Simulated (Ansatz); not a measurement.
Molecule: sum formula SiH₃Cl, net charge 1, doublet state. 
Coordinates optimised at B3LYP-D3(BJ)/def2-TZVP (Ansatz, a program for electronic structure):
```xyz
5

Si    -0.9588    -0.3094     0.0268
Cl     1.0190     0.2811    -0.0170
H     -1.3334    -1.1399    -1.1235
H     -1.1064     1.2263    -0.3516
H     -1.4589    -0.5330     1.3882
```
Charge +1, spin multiplicity 2.

Basis-set convergence of Hartree-Fock and CCSD(T) correlation energies (hartree) with Ansatz. Valence correlation only, unless marked. UHF or UKS for open shells. No spin-orbit coupling. Non-relativistic.

| basis | functions | E(HF) | E(corr, CCSD(T)) |
|---|---|---|---|
| def2-SVPD | 75 | -749.59424 | -0.28107 |
| def2-TZVPPD | 150 | ? | ? |

### Question
What belongs in the gaps?

### Answer

- def2-TZVPPD, E(HF): -749.85338
- def2-TZVPPD, E(corr, CCSD(T)): -0.35093
